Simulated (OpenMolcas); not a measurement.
## 4f² along the 56-electron sequence

- Program: OpenMolcas
- Method: CASSCF
- Basis: ANO-R2
- Scalar Hamiltonian: X2C, finite nucleus
- Spin-orbit coupling: RASSI with atomic mean-field integrals over the reference wave functions, term energies averaged over their components

Active space for each ion: 2 electrons in 7 orbitals (4f).

Computed levels in cm-1 above ³H₄:

```tsv
Level	Ce2+	Pr3+	Nd4+
³H₅	1656	2287	2967
³H₆	3431	4708	6065
³F₂	5605	6820	7772
³F₃	6659	8288	9694
³F₄	8969	11431	13694
¹D₂	19255	23579	26935
¹I₆	23012	28199	32215
³P₀	24553	29652	33504
³P₁	25003	30291	34361
weight of ³H in the lowest level (%)	98	97	97
```

Mixed levels, with the weight of the term that names them: Ce2+ ³F₄ (51 %), Pr3+ ³F₄ (51 %), Nd4+ ³F₄ (52 %).

Measured, with the error of the calculation in %. Measured levels: Ce2+, Pr3+ from Martin, Zalubas and Hagan, Atomic Energy Levels: The Rare-Earth Elements, NSRDS-NBS 60 (1978); Nd4+ from the list in Carvajal Gallego et al., Mon. Not. R. Astron. Soc. 518, 332 (2023).

| Level | Ce2+ | Pr3+ | Nd4+ |
| --- | --- | --- | --- |
| ³H₅ | 1528 (+8.4) | 2152 (+6.3) | 2834 (+4.7) |
| ³H₆ | 3127 (+9.7) | 4389 (+7.3) | 5743 (+5.6) |
| ³F₂ | 3763 (+49.0) | 4997 (+36.5) | 5894 (+31.9) |
| ³F₃ | 4765 (+39.8) | 6415 (+29.2) | 7785 (+24.5) |
| ¹D₂ | 12835 (+50.0) | 17334 (+36.0) | 20551 (+31.1) |
| ¹I₆ | 17421 (+32.1) | 22212 (+27.0) | 26088 (+23.5) |
| ³P₀ | 16072 (+52.8) | 21390 (+38.6) | 25051 (+33.7) |
| ³P₁ | 16524 (+51.3) | 22007 (+37.6) | 25893 (+32.7) |

The fine-structure level ³H₆ changes by a factor of 1.77 from Ce2+ to Nd4+. Its fourth root runs 7.65, 8.28, 8.82, with steps per unit of Z of 0.63, 0.54; equal steps would mean a (Z - σ)^4 law with constant σ.

³F₂ changes by a factor of 1.39 over the same range, with steps per unit of Z of +1220, +952 cm-1.

Without dynamic correlation excited terms often stand tens of per cent too high (terms of higher spin than the ground term too low), and those without a measured partner can miss by more than the paired ones. Measured partners are found by configuration, term and J. A level has none where our copy of the source lacks it or the pairing is in doubt (some pairs that miss far off the trend of their configuration count as doubtful), and it then counts in no deviation. Only configurations of the active space appear.
